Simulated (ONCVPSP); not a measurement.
**Ir (Z = 77): variants of one ONCV potential**

Base potential:

| Item | Value |
| --- | --- |
| Element | iridium |
| Generator | ONCVPSP 4.0.1 |
| Type | optimised norm-conserving Vanderbilt (ONCV) |
| Functional | Wu-Cohen |
| Relativity | scalar-relativistic |
| Frozen core | [Kr] 4d10 |
| Valence charge | 31 |
| Reference configuration | 4f14 5s2 5p6 5d7 6s1 (charge +1) |
| Partial waves | 5s+6s: rc 1.65 bohr, ncon 4, nbas 8, qcut 7 1/bohr, 2 projectors; 5p: rc 1.50 bohr, ncon 4, nbas 8, qcut 10.4 1/bohr, 2 projectors, debl 1.9 Ha; 5d: rc 2.00 bohr, ncon 3, nbas 7, qcut 6.1 1/bohr, 2 projectors, debl 3.8 Ha; 4f: rc 0.65 bohr, ncon 4, nbas 9, qcut 27.5 1/bohr, 3 projectors, debl 3.5 Ha |
| Local potential | polynomial inside 0.60 bohr (lpopt 5, dvloc0 2 Ha) |
| Core correction | none |

In the p channel the program set the typed energies aside and used -2.318, 0.250 Ha.

Cutoffs, loose and tight: the cutoffs (Ha) at which the residual kinetic energy of the hardest occupied pseudo-wave falls to 1 and 0.1 mHa per electron. They do not see the model core or the augmentation charge, which bear on the density cutoff. Test errors are all-electron minus pseudo excitation energies from the reference, over the configurations 4f14 5s2 5p6 5d7 6s2; 4f14 5s2 5p6 5d7 6s0; 4f14 5s2 5p6 5d6 6s0; 4f14 5s2 5p6 5d8 6s0. A dash means not determined; rows that change the core or the reference have their own tests.

A true bound ghost makes a file unfit for plane-wave use even where its test errors are small: the radial tests pick states by their node count and pass the ghost by.

| change | outcome | cutoff, loose | cutoff, tight | bound ghosts | GHOST(+) flags above zero | largest test error (meV) |
| --- | --- | --- | --- | --- | --- | --- |
| base | generated, projector energies reset by the program | 315 Ha | 344 Ha | s, p, d | none | -11 |
| d: qcut 5.2 | generated, projector energies reset by the program | 315 Ha | 344 Ha | s, p, d | none | +9.3 |
| d: qcut 5.8 | generated, projector energies reset by the program | 315 Ha | 344 Ha | s, p, d | none | -10 |
| d: qcut 6.5 | generated, projector energies reset by the program | 315 Ha | 344 Ha | s, p | d | -11 |
| d: qcut 7.2 | generated, projector energies reset by the program | 315 Ha | 344 Ha | s, p | d | -12 |
| d: qcut 7.8 | generated, projector energies reset by the program | 315 Ha | 344 Ha | s, p | d | -12 |
| d: qcut 8.5 | generated, projector energies reset by the program | 315 Ha | 344 Ha | s, p | d | -12 |
| d: qcut 9.1 | generated, projector energies reset by the program | 315 Ha | 344 Ha | s, p | d | -12 |

Q: What comes out with this change to the base: d: qcut 3.7?

A: outcome: generated, projector energies reset by the program; bound ghosts: s, p; GHOST(+) flags above zero: d; largest test error (meV): +44.

Q: What comes out with this change to the base: d: qcut 4.5?

A: outcome: generated, projector energies reset by the program; cutoff, loose: 315 Ha; cutoff, tight: 344 Ha; bound ghosts: s, p; GHOST(+) flags above zero: d; largest test error (meV): +22.

Reading the sweep of the qcut of the d channel (base included, trends over the rows without a ghost): Bound ghosts are found at 3.7, 4.5, 5.2, 5.8, 6.1, 6.5, 7.2, 7.8, 8.5, 9.1 1/bohr. Every judged row has one, so this setting neither creates nor removes them.
